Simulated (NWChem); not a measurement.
System: SiH2S2Cl2; SMILES S[Si](S)(Cl)Cl

Input file for NWChem:

```
start job
memory heap 200 mb stack 900 mb global 1100 mb
geometry units angstroms noautoz
  S      1.577331     0.867399     1.136751
  Si     0.000000     0.000000    -0.020960
  S     -1.577331    -0.867399     1.136751
  Cl     0.965020    -1.378984    -1.219195
  Cl    -0.965020     1.378984    -1.219195
  H      0.766521     1.661526     1.871506
  H     -0.766521    -1.661526     1.871506
end
basis spherical
  * library def2-svp
end
dft
  xc bhlyp
  iterations 150
  vectors input atomic output neutral.movecs
end
task dft energy
charge 1
dft
  odft
  mult 2
  vectors input atomic output cation.movecs
end
task dft energy
```

Output (shortened):

```
             Northwest Computational Chemistry Package (NWChem) 7.3.0
             --------------------------------------------------------

 C2  symmetry detected

                             Geometry "geometry" -> ""
                             -------------------------

 Output coordinates in angstroms (scale by  1.889725989 to convert to a.u.)

  No.       Tag          Charge          X              Y              Z
 ---- ---------------- ---------- -------------- -------------- --------------
    1 S                   16.0000     1.50571331     0.98649964     1.15659278
    2 Si                  14.0000     0.00000000     0.00000000    -0.00111822
    3 S                   16.0000    -1.50571331    -0.98649964     1.15659278
    4 Cl                  17.0000     1.06852791    -1.30042630    -1.19935322
    5 Cl                  17.0000    -1.06852791     1.30042630    -1.19935322
    6 H                    1.0000     0.63605553     1.71570873     1.89134778
    7 H                    1.0000    -0.63605553    -1.71570873     1.89134778

 Effective nuclear repulsion energy (a.u.)     517.1262963794

      Symmetry information
      --------------------

 Group name             C2
 Group number              4
 Group order               2
 No. of unique centers     4

                                 NWChem DFT Module
                                 -----------------

 Summary of "ao basis" -> "ao basis" (spherical)
 ------------------------------------------------------------------------------
       Tag                 Description            Shells   Functions and Types
 ---------------- ------------------------------  ------  ---------------------
 S                          def2-svp                 8       18   4s3p1d
 Si                         def2-svp                 8       18   4s3p1d
 Cl                         def2-svp                 8       18   4s3p1d
 H                          def2-svp                 3        5   2s1p

      Symmetry analysis of basis
      --------------------------

        a          51
        b          49

            General Information
            -------------------
          SCF calculation type: DFT
          Wavefunction type:  closed shell.
          No. of atoms     :     7
          No. of electrons :    82
           Alpha electrons :    41
            Beta electrons :    41
          Charge           :     0
          Spin multiplicity:     1
          Use of symmetry is: on ; symmetry adaption is: on
          Maximum number of iterations: 150
          AO basis - number of functions:   100
                     number of shells:    46
          Convergence on energy requested:  1.00D-06
          Convergence on density requested:  1.00D-05
          Convergence on gradient requested:  5.00D-04

              XC Information
              --------------
                        BHLYP Method XC Functional
                     Hartree-Fock (Exact) Exchange  0.500
                        Slater Exchange Functional  0.500 local
                    Becke 1988 Exchange Functional  0.500 non-local
              Lee-Yang-Parr Correlation Functional  1.000

             Grid Information
             ----------------
          Grid used for XC integration:  medium
          Radial quadrature: Mura-Knowles
          Angular quadrature: Lebedev.
          Tag              B.-S. Rad. Rad. Pts. Rad. Cut. Ang. Pts.
          ---              ---------- --------- --------- ---------
          S                   1.00       88          10.0       590
          Si                  1.10       88           8.0       590
          Cl                  1.00       88          11.0       590
          H                   0.35       45          10.0       434
          Grid pruning is: on
          Number of quadrature shells:   309
          Spatial weights used:  Erf1

      Superposition of Atomic Density Guess
      -------------------------------------

 Sum of atomic energies:       -2003.07877765

      Non-variational initial energy
      ------------------------------

 Total energy =   -2004.356094
 1-e energy   =   -3802.591959
 2-e energy   =    1281.109569
 HOMO         =      -0.309397
 LUMO         =       0.050947

      Symmetry analysis of molecular orbitals - initial
      -------------------------------------------------

  Numbering of irreducible representations:

     1 a           2 b

  Orbital symmetries:

     1 a           2 b           3 a           4 b           5 a
     6 a           7 b           8 a           9 b          10 a
    11 b          12 b          13 a          14 b          15 a
    16 b          17 a          18 a          19 b          20 b
    21 a          22 a          23 b          24 a          25 b
    26 a          27 b          28 a          29 b          30 a
    31 b          32 b          33 a          34 a          35 b
    36 a          37 a          38 b          39 b          40 a
    41 b          42 a          43 a          44 b          45 b
    46 a          47 b          48 a          49 b          50 a
    51 a

   convergence    iter        energy       DeltaE   RMS-Dens  Diis-err
 ---------------- ----- ----------------- --------- --------- ---------
 d= 0,ls=0.0,diis     1  -2006.9210665263 -2.52D+03  1.20D-02  5.64D-01
 d= 0,ls=0.0,diis     2  -2006.9424394599 -2.14D-02  6.39D-03  4.27D-01
 d= 0,ls=0.0,diis     3  -2007.0050149462 -6.26D-02  9.73D-04  1.03D-02
 d= 0,ls=0.0,diis     4  -2007.0065730180 -1.56D-03  1.83D-04  3.61D-04
 d= 0,ls=0.0,diis     5  -2007.0066384845 -6.55D-05  4.97D-05  1.08D-05
  Resetting Diis
 d= 0,ls=0.0,diis     6  -2007.0066410133 -2.53D-06  1.05D-05  8.91D-07
 d= 0,ls=0.0,diis     7  -2007.0066411517 -1.38D-07  1.74D-06  1.07D-08

         Total DFT energy =    -2007.006641151715
      One electron energy =    -3803.824823945045
           Coulomb energy =     1409.363789364091
    Exchange-Corr. energy =     -129.671902950138
 Nuclear repulsion energy =      517.126296379377

 Numeric. integr. density =       81.999994304984

                  Occupations of the irreducible representations
                  ----------------------------------------------

                     irrep           alpha         beta
                     --------     --------     --------
                     a                21.0         21.0
                     b                20.0         20.0

                       DFT Final Molecular Orbital Analysis
                       ------------------------------------

 Vector   39  Occ=2.000000D+00  E=-3.757573D-01  Symmetry=b
              MO Center= -3.6D-14,  3.1D-14,  1.7D-01, r^2= 5.6D+00
   Bfn.  Coefficient  Atom+Function         Bfn.  Coefficient  Atom+Function
  ----- ------------  ---------------      ----- ------------  ---------------
    11      0.275146  1 S  px                47      0.275146  3 S  px
    66      0.216451  4 Cl py                84      0.216451  5 Cl py
     8      0.209095  1 S  px                44      0.209095  3 S  px
    65      0.199683  4 Cl px                83      0.199683  5 Cl px
    63      0.163854  4 Cl py                81      0.163854  5 Cl py

 Vector   40  Occ=2.000000D+00  E=-3.438993D-01  Symmetry=a
              MO Center= -2.2D-14, -1.7D-14,  1.0D+00, r^2= 4.7D+00
   Bfn.  Coefficient  Atom+Function         Bfn.  Coefficient  Atom+Function
  ----- ------------  ---------------      ----- ------------  ---------------
    13     -0.316100  1 S  pz                49     -0.316100  3 S  pz
    12      0.293115  1 S  py                48     -0.293115  3 S  py
    10     -0.222761  1 S  pz                46     -0.222761  3 S  pz
     9      0.204036  1 S  py                45     -0.204036  3 S  py
     7     -0.126359  1 S  pz                43     -0.126359  3 S  pz

 Vector   41  Occ=2.000000D+00  E=-3.266008D-01  Symmetry=b
              MO Center=  4.1D-14,  2.4D-14,  9.7D-01, r^2= 4.9D+00
   Bfn.  Coefficient  Atom+Function         Bfn.  Coefficient  Atom+Function
  ----- ------------  ---------------      ----- ------------  ---------------
    12      0.341947  1 S  py                48      0.341947  3 S  py
    13     -0.271712  1 S  pz                49      0.271712  3 S  pz
     9      0.243885  1 S  py                45      0.243885  3 S  py
    10     -0.192110  1 S  pz                46      0.192110  3 S  pz
     6      0.137411  1 S  py                42      0.137411  3 S  py

 Vector   42  Occ=0.000000D+00  E= 2.975798D-02  Symmetry=a
              MO Center= -5.5D-14, -8.2D-15,  4.5D-01, r^2= 4.8D+00
   Bfn.  Coefficient  Atom+Function         Bfn.  Coefficient  Atom+Function
  ----- ------------  ---------------      ----- ------------  ---------------
    21      1.067477  2 Si s                 20      0.420589  2 Si s
    22      0.388964  2 Si s                 12      0.353209  1 S  py
    48     -0.353209  3 S  py                13      0.351246  1 S  pz
    49      0.351246  3 S  pz                11      0.235294  1 S  px
    47     -0.235294  3 S  px                92     -0.208287  6 H  s

 Vector   43  Occ=0.000000D+00  E= 4.896294D-02  Symmetry=b
              MO Center=  6.1D-13,  7.9D-13,  9.2D-01, r^2= 5.2D+00
   Bfn.  Coefficient  Atom+Function         Bfn.  Coefficient  Atom+Function
  ----- ------------  ---------------      ----- ------------  ---------------
    29      0.714437  2 Si px                92      0.715906  6 H  s
    97     -0.715906  7 H  s                 30     -0.630212  2 Si py
     4     -0.550149  1 S  s                 40      0.550149  3 S  s
    58     -0.368440  4 Cl s                 76      0.368440  5 Cl s
    67     -0.296967  4 Cl pz                85      0.296967  5 Cl pz

[...]
```

Level: BHandHLYP/def2-SVP, vertical spin-unrestricted ions. The geometry was optimised at B3LYP/6-31G* (spherical d).
